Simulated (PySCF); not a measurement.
C6H9AlO5Si, SMILES [OH][Al]([OH])[c]1ccc([Si](O)(O)O)cc1 at its GFN2-xTB optimised geometry (Å):

```
22

Si    -3.5845    -0.0295     0.0000
O     -4.1510     1.4974     0.0000
O     -4.1793    -0.7755    -1.3204
O     -4.1676    -0.8074     1.3041
C     -1.6923    -0.0295     0.0000
C     -0.9584    -1.0751     0.5548
C      0.4244    -1.0735     0.5350
C      1.1298    -0.0229    -0.0433
C      0.4028     1.0251    -0.5993
C     -0.9798     1.0196    -0.5771
Al     3.1145    -0.0122    -0.0738
O      3.8804    -1.2985     0.6088
O      3.8458     1.2825    -0.7790
H     -4.1371     1.9958     0.8112
H     -4.1747    -0.3140    -2.1534
H     -4.3278    -1.7440     1.2445
H     -1.4833    -1.9019     1.0136
H      0.9696    -1.8986     0.9741
H      0.9304     1.8535    -1.0535
H     -1.5248     1.8466    -1.0121
H      4.3278    -2.0334     0.9995
H      4.2498     2.0334    -1.1860
```

Method: PBE0/def2-SVP (PySCF). Cells within 0.4 Å of a nucleus heavier than hydrogen are left out (blank, or x).

Map of the deformation density (molecule minus spherical neutral atoms) (e/bohr³) on the plane z = 0.6 Å:

```
|11111111111111111111111111111|
|11111111111111111111111111111|
|11111111111111111111111111111|
|11111111111111111111111111111|
|11111111111111111111111111111|
|11111111111111111111111111111|
|11111111111111111111111111111|
|11111111111111111111111111111|
|11111111111111111111111111111|
|11111111111111111111111111111|
|11112931111111111111111111111|
|11112321111111111111111111111|
|11111221111111111111101111111|
|11111100120100000121000111111|
|11111100221210011122000111111|
|11112431112631145111113321111|
|111123310014x99x3001135621111|
|111111111016x55x511124xx21111|
|11110011112630046111122521111|
|11111111111111111111111101111|
|11111111111111111111111111111|
|11111111111111111111111111111|
|11111111111111111111111111111|
|11111111111111111111111111111|
|11111111111111111111111111111|
|11111111111111111111111111111|
|11111111111111111111111111111|
|11111111111111111111111111111|
|11111111111111111111111111111|
```
Scale: ten equal steps from -0.019 (start of '0') to 0.089 (end of '9'), in the order '0123456789'; x runs from -6.50 to 6.50, y from -6.50 (bottom) to 6.50 (top).
